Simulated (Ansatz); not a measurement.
**Four-centre ligand exchange**

Start structure (BH₂Cl₃, closed shell), relaxed at PBE0-D4/def2-TZVP:

```
6
angstrom
B -0.4933 -0.2831 -0.9589
H 0.2924 0.5652 -1.2267
Cl -0.0138 -1.9490 -1.0286
Cl -2.1251 0.1537 -0.5631
H 1.5746 1.2081 1.6847
Cl 0.7652 0.3050 2.0926
```

The step: BHCl₂ ([Cl][BH][Cl]) + HCl → BCl₃ ([Cl][B]([Cl])[Cl]) + H₂; bonds formed: B1–Cl6, H2–H5; bonds broken: B1–H2, H5–Cl6. Ansatz 0.2.0; basis: def2-TZVPP and def2-QZVPP; cores frozen in the correlated methods. Extrapolation: Hartree–Fock as exp(−7.88 √X), correlation as X^−2.97. Energies below are by CCSD(T) at an estimated basis limit (MP2 extrapolated from triple and quadruple zeta, plus CCSD(T) − MP2 in triple zeta).

Task: What are the electronic barrier and the energy of the step, from the start structure to the end structure? (Judge from chemistry; the value comes from the calculation.)

Result: Computed: Barrier 114.6 kJ/mol; step energy -49.0 kJ/mol (downhill); reverse barrier, their difference, 163.6 kJ/mol. Barrier and step energy count from the start structure, the reverse barrier from the end structure.

The saddle point: One imaginary mode of 882i cm⁻¹.
| pair | start (Å) | saddle (Å) | end (Å) |
| --- | --- | --- | --- |
| B1–Cl6 | 3.35 | 2.10 | 1.74 |
| H2–H5 | 3.25 | 1.07 | 0.75 |
| B1–H2 | 1.19 | 1.29 | 3.26 |
| H5–Cl6 | 1.28 | 1.53 | 3.46 |

Zero-point energy (harmonic, PBE0-D4): ZPE is 58.9 kJ/mol at the start and 59.1 kJ/mol at the saddle, so the barrier goes from 114.6 to 114.7 kJ/mol.

The T1 diagnostic stays at or below 0.012. The start structure is not quite a true minimum (one mode of 59i cm⁻¹).

Labels in which every atom is bracketed show which atoms are joined, not bond orders.

For scale, one of the runs: CCSD(T)/def2-TZVPP, 185 basis functions, launched by `ansatz run in.yaml --threads 2 --pin off --events-out ev --progress --plain --max-ram 4352MiB`. Time: 43 s of wall clock on 2 CPU threads of an Arm Neoverse V2; the host was shared. Peak host memory: 1.7 GiB.
